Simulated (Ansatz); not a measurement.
**Four-centre ligand exchange**

Start structure (SnH$_{5}$SF, singlet), relaxed at PBE0-D4/def2-TZVP:

```tsv
atom	x (Å)	y (Å)	z (Å)
Sn1	-1.1341	0.0187	-0.1943
S2	0.7532	1.1769	0.8131
H3	-1.0829	0.4869	-1.8242
H4	-2.5457	0.5740	0.5830
H5	-0.9082	-1.6476	0.0437
H6	1.9574	-0.1875	-0.3764
F7	2.2254	-0.8578	-0.9790
H8	0.7350	0.4365	1.9342
```

The step: SnH₄S ([SH][SnH3]) + HF → SnH₃F ([F][SnH3]) + H₂S; bonds formed: Sn1–F7, S2–H6; bonds broken: Sn1–S2, H6–F7. Ansatz 0.2.0; basis: def2-TZVPP and def2-QZVPP; cores frozen in the correlated methods. Filled d shells of the heavier atoms are correlated. Core potentials replace the inner electrons of the atoms past krypton. The def2 sets are not built for correlating such inner shells, so the correlated values are less sure here. Extrapolation: Hartree–Fock as exp(−7.88 √X), correlation as X^−2.97. Energies below are by CCSD(T) at an estimated basis limit (MP2 extrapolated from triple and quadruple zeta, plus CCSD(T) − MP2 in triple zeta).

Question: What are the electronic barrier and the energy of the step, from the start structure to the end structure? (Judge from chemistry; the value comes from the calculation.)

Answer: Computed: Barrier 24.36 kcal/mol; step energy 4.22 kcal/mol (uphill); reverse barrier, their difference, 20.15 kcal/mol. Barrier and step energy count from the start structure, the reverse barrier from the end structure.

The saddle point: One imaginary mode of 597i cm⁻¹.
```
  pair  start (Å)  saddle (Å)  end (Å)
Sn1–F7       3.56        2.19     1.94
 S2–H6       2.17        1.60     1.35
Sn1–S2       2.43        2.76     3.76
 H6–F7       0.94        1.17     2.20
```

Zero-point energy (harmonic, PBE0-D4): ZPE is 25.98 kcal/mol at the start and 23.67 kcal/mol at the saddle, so the barrier goes from 24.36 to 22.06 kcal/mol.

The T1 diagnostic stays at or below 0.014.

Labels in which every atom is bracketed show which atoms are joined, not bond orders.

For scale, one of the runs: CCSD(T)/def2-TZVPP, 193 basis functions, launched by `ansatz run in.yaml --threads 4 --pin off --events-out ev --progress --plain --max-ram 9574MiB`. The run took 2.1 min on 4 CPU threads of an AMD EPYC (shared host), with 2.4 GiB of host memory at its peak.
